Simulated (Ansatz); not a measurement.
Frontier orbitals of AlH$_{9}$N$_{2}$Si$_{2}$ (`[NH2][Al]([NH2])[SiH2][SiH3]`).

```xyz
14

N    -2.6484    0.0998    1.1674
Al   -1.2802    0.0884    0.0457
N    -1.4547   -0.5972   -1.5766
Si    0.9060    0.9636    0.6879
Si    2.5838   -0.3895   -0.2176
H    -2.5993    0.4773    2.0993
H    -3.5736   -0.2533    0.9850
H    -2.2928   -0.9859   -1.9773
H    -0.7006   -0.6438   -2.2422
H     1.0935    1.0202    2.1680
H     1.1213    2.3486    0.1715
H     3.9568    0.1180    0.0532
H     2.4800   -1.7701    0.3310
H     2.4082   -0.4759   -1.6953
```

Charge 0, multiplicity 1. The geometry is a stationary point of PBE0-D4/def2-TZVP. It is one conformer, not always the lowest. Basis def2-TZVPP, the Gaussian-basis code of Ansatz.

```
functional  HOMO (eV)  LUMO (eV)
     B3LYP      -6.82      -0.66
```

**Question.** Give HOMO and LUMO (eV) with LDA (SPW92), PBE, revPBE, BLYP, r2SCAN, B97M-V, PBE0, r2SCANh, r2SCAN0, HSE06 (plane-wave form), BHLYP, CAM-B3LYP, LC-ωPBE, ωB97X-V, ωB97M-V, HF. (Estimate.)

**Answer.** Computed: 
| functional | HOMO | LUMO |
| --- | --- | --- |
| LDA (SPW92) | -5.86 | -1.43 |
| PBE | -5.68 | -1.25 |
| revPBE | -5.62 | -1.17 |
| BLYP | -5.55 | -1.08 |
| r2SCAN | -5.98 | -1.06 |
| B97M-V | -6.02 | -1.24 |
| PBE0 | -7.07 | -0.52 |
| r2SCANh | -6.50 | -0.80 |
| r2SCAN0 | -7.29 | -0.41 |
| HSE06 (plane-wave form) | -6.66 | -0.88 |
| BHLYP | -8.34 | 0.33 |
| CAM-B3LYP | -8.51 | 0.51 |
| LC-ωPBE | -9.92 | 1.50 |
| ωB97X-V | -9.55 | 1.40 |
| ωB97M-V | -9.37 | 1.15 |
| HF | -9.81 | 2.34 |

B3LYP here is the variant with VWN-RPA as its local correlation; programs differ in this. LC-ωPBE has ω = 0.4 bohr⁻¹. Positive LUMOs are unbound and depend on the basis.
